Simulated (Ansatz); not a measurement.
Cost and result for the atomization energy of C3H7NOSi (`CO[SiH](C)C#N`) (13 atoms, 12 bonds).

```
atom   x (Å)   y (Å)   z (Å)
  C1  -1.925   0.744  -0.742
  O2  -1.092   0.082   0.189
 Si3   0.429  -0.407  -0.128
  C4   1.171  -1.132   1.397
  C5   1.419   1.089  -0.641
  N6   2.013   2.023  -0.960
  H7  -2.070   0.142  -1.645
  H8  -1.504   1.713  -1.026
  H9  -2.894   0.906  -0.270
 H10   0.480  -1.311  -1.305
 H11   2.207  -1.427   1.213
 H12   0.610  -2.016   1.707
 H13   1.156  -0.406   2.212
```

The species carries charge 0 and has multiplicity 1. All single points use the PBE0-D4/def2-TZVP geometry. It is one conformer, not always the lowest. Program: Ansatz. All runs use 4 threads of an AMD EPYC 9R45 on a shared host. Times are those of one run each, without the atoms' runs, and a repeat can differ threefold. Electronic energies, without spin–orbit coupling; frozen cores. CCSD(T)/CBS adds CCSD(T) − MP2 in def2-TZVPP to the MP2 limit, and its time is that of the two runs behind it. T1 = 0.012. HSE06 is the plane-wave form, built on full-range PBE exchange.

CCSD(T)/CBS is a level of theory with its own doubt, some kJ/mol a heavy atom from the limit and from the frozen cores, so smaller differences don't rank the functionals.

```csv
level,functions,wall time,atomization (kJ/mol),difference from CCSD(T)/CBS,per bond
revPBE-D4/def2-TZVPP,295,1.2 s,5254.7,-23.4,-2.0
PBE-D4/def2-TZVPP (with forces),295,1.6 s,5386.0,107.9,9.0
BHLYP-D4/def2-TZVPP,295,2 s,5112.4,-165.7,-13.8
HSE06-D4/def2-TZVPP,295,2.1 s,5278.0,-0.1,0.0
r2SCAN-D4/def2-TZVPP (with forces),295,2.5 s,5272.9,-5.2,-0.4
B2PLYP/def2-TZVPP,295,3.5 s,5237.1,-41.0,-3.4
PBE-QIDH/def2-TZVPP,295,3.6 s,5235.3,-42.8,-3.6
ωB97X-V/def2-TZVPP,295,4.2 s,5291.6,13.5,1.1
CCSD(T)/def2-SVP,123,4.2 s,4979.0,-299.1,-24.9
B97M-V/def2-TZVPP,295,4.5 s,5278.6,0.5,0.0
MP2/def2-QZVPP,565,14 s,5328.3,50.2,4.2
CCSD(T)/def2-TZVPP,295,4.4 min,5138.9,-139.2,-11.6
CCSD(T)/CBS(def2),–,4.6 min,5278.1,0.0,0.0
```

From PBE to PBE0 (25 % exact exchange), in def2-TZVPP and without D4, the atomization energy moves by −108.1 kJ/mol: exact exchange takes away binding that semilocal exchange gives to molecules. In def2-TZVPP, CCSD(T) changes the Hartree–Fock value by +1330.6 kJ/mol (the triples alone add +85.0 kJ/mol) and MP2 by +1437.2 kJ/mol; breaking electron pairs costs correlation energy, which Hartree–Fock lacks. Leaving LDA and LC-ωPBE aside and taking each functional with its dispersion term where it has one, the values spread over 273.6 kJ/mol, from BHLYP-D4 to PBE-D4. LDA lies +648.1 kJ/mol from PBE without D4, its usual overbinding.
